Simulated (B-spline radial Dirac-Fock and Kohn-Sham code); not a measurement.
These are calculated numbers from an atomic code on a B-spline grid; the model is ΔSCF Dirac-Fock with Breit, self-energy and vacuum polarisation, finite nucleus, configuration average. Free neutral atoms.

Problem. Order these X-ray lines by photon energy, lowest first.
A. Tc Lγ5
B. Pd Lβ3
C. Tc Lα2
D. W Mα1
E. Ge Lβ3
F. Pb Mζ2

Solution. E (1293.8 eV), D (1777.9 eV), F (1816.8 eV), C (2421.7 eV), A (2720.9 eV), B (3076.2 eV).
